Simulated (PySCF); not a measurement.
Worked example: chemical shift, span and skew from a shielding tensor

Si(H)2(OH)(SH) (H₄OSSi), SMILES [SiH2](O)S. Atoms are numbered in the order given.

```xyz
7

Si    -0.7342    -0.1046     0.2487
O     -0.8255     1.5113     0.5464
S      1.1437    -0.6925    -0.5624
H     -0.9850    -0.7435     1.5539
H     -1.7054    -0.5486    -0.7774
H     -0.5710     2.1055    -0.1630
H      1.8445    -0.3599     0.5309
```
Charge 0, spin multiplicity 1.

The structure is a stationary point at ωB97X-D3(BJ)/def2-TZVP. Other conformers were not sampled.

GIAO shieldings from PBE0/pcSseg-2 run with PySCF, non-relativistic, no solvent. The symmetric part of the tensor of Si1 has the principal values 297.4, 354.5, 423.8 ppm. The same nucleus in TMS has σ = 341.9 ppm at this level (PySCF, at its B3LYP-D3(BJ)/def2-TZVP geometry).

Question: Work out the isotropic shielding, the ²⁹Si shift against TMS, the span and the skew.

Answer: 
σ(iso) = (σ11 + σ22 + σ33)/3 = 358.6 ppm. δ = σ(ref) − σ(iso) = 341.9 − (358.6) = -16.7 ppm.
Span Ω = σ33 − σ11 = 126.4 ppm. Skew κ = 3(σ(iso) − σ22)/Ω = 0.10. Tumbling in solution averages the tensor to δ; in a static solid the shielding alone would spread this spin-1/2 line over Ω.
